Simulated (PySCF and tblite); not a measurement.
Values are calculated unless marked as measured or tabulated.
C6H6O3, numbered as in [CH3:1][O:2][c:3]1[o:4][cH:5][cH:6][c:7]1[CH:8]=[O:9].

The ensemble was built from 200 distance-geometry starts (ETKDG and KDG, MMFF94s, GFN2-xTB) and rests on GFN2-xTB geometries. Energies: B3LYP-D3(BJ)/def2-SVP (IEF-PCM, benzene), with GFN2-xTB thermal terms (modes under about 100 cm⁻¹ blended into free rotors). Symmetry numbers and mirror images are counted. Conformers within 2.5 kcal/mol (GFN2-xTB free energy) were kept, 4 at most. GIAO shieldings: B97-2/pcSseg-1 (IEF-PCM, benzene). Shifts are against TMS (¹H), TMS (¹³C) at the same level. (PySCF 2.14, tblite 0.8.)

Torsions listed: C1–O2–C3–O4, C3–C7–C8–O9. Of a mirror pair one member is shown.

| conformer | shape | symmetry | E(GFN2) kcal/mol | E(DFT) kcal/mol |
| --- | --- | --- | --- | --- |
| 1 | 0°, 180° | Cs | 0.00 | 0.00 |
| 2 | 159°, -8° | C1 (pair) | 1.46 | 1.12 |
| 3 | 0°, 0° | Cs | 0.57 | 1.48 |

How much do the weights at 298.15 K and the averaged shift of H1 depend on how the conformers are weighted?


```json
{"weighting": "DFT energy with thermal terms, symmetry and mirror images (full scheme)", "1 (%)": "80", "2 (%)": "13", "3 (%)": "7", "δ (ppm)": "4.38", "rms dipole (D)": "5.32"}
{"weighting": "DFT energy with symmetry and mirror images", "1 (%)": "72", "2 (%)": "22", "3 (%)": "6", "δ (ppm)": "4.44", "rms dipole (D)": "5.09"}
{"weighting": "bare DFT energy", "1 (%)": "81", "2 (%)": "12", "3 (%)": "7", "δ (ppm)": "4.38", "rms dipole (D)": "5.34"}
{"weighting": "GFN2-xTB energy with symmetry and mirror images", "1 (%)": "65", "2 (%)": "11", "3 (%)": "24", "δ (ppm)": "4.37", "rms dipole (D)": "5.19"}
{"weighting": "GFN2-xTB free energy", "1 (%)": "68", "2 (%)": "6", "3 (%)": "26", "δ (ppm)": "4.34", "rms dipole (D)": "5.30"}
{"weighting": "leading conformer alone", "1 (%)": "100", "2 (%)": "0", "3 (%)": "0", "δ (ppm)": "4.30", "rms dipole (D)": "5.72"}
{"weighting": "equal weights", "1 (%)": "33", "2 (%)": "33", "3 (%)": "33", "δ (ppm)": "4.50", "rms dipole (D)": "4.43"}
{"weighting": "full scheme, search stopped after three starts", "1 (%)": "100", "2 (%)": "0", "3 (%)": "0", "δ (ppm)": "4.30", "rms dipole (D)": "5.72"}
```

The largest departure from the full scheme, 0.12 ppm, comes with: equal weights.


Conformer gaps in def2-SVP on xTB geometries can be 2 kcal/mol too large for S=O, P=O and other polar bonds.